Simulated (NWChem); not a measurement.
System: CH7BGeO; SMILES C[B](O)[GeH3]

```xyz
11

B      0.0655     1.0433    -0.0079
Ge     0.0128    -1.0550     0.0025
H      1.4524    -1.6624    -0.0358
H     -0.6794    -1.6344     1.2702
H     -0.7513    -1.6469    -1.2172
C     -1.2468     1.9069     0.0186
H     -1.8833     1.6663    -0.8607
H     -1.0468     2.9974     0.0252
H     -1.8645     1.6500     0.9063
O      1.2680     1.6882    -0.0394
H      2.0271     1.0766    -0.0563
```
Atoms are numbered in this order, from 1.

Program: NWChem. Geometry: optimised at PBE-D3(BJ)/def2-SVP. B3LYP is NWChem's, with the RPA form of VWN correlation. Vzz is the largest principal value of the second derivative of the potential at the nucleus (NWChem prints the opposite sign); η is the asymmetry. Non-relativistic.

```tsv
level	Vzz B1 (a.u.)	η B1	Vzz Ge2 (a.u.)	η Ge2	Vzz O10 (a.u.)	η O10
PBE0/def2-SVP	0.391	0.38	-0.656	0.22	1.191	0.10
PBE0/cc-pVTZ	…	0.36	…	0.23	…	0.12
B3LYP/def2-TZVP	0.440	0.37	-0.670	0.22	1.173	0.13
B3LYP/cc-pVTZ	0.435	0.37	-0.632	0.22	1.174	0.14
```

Q: What belongs in the gaps?

A: 
- PBE0/cc-pVTZ, Vzz B1 (a.u.): 0.421
- PBE0/cc-pVTZ, Vzz Ge2 (a.u.): -0.599
- PBE0/cc-pVTZ, Vzz O10 (a.u.): 1.152
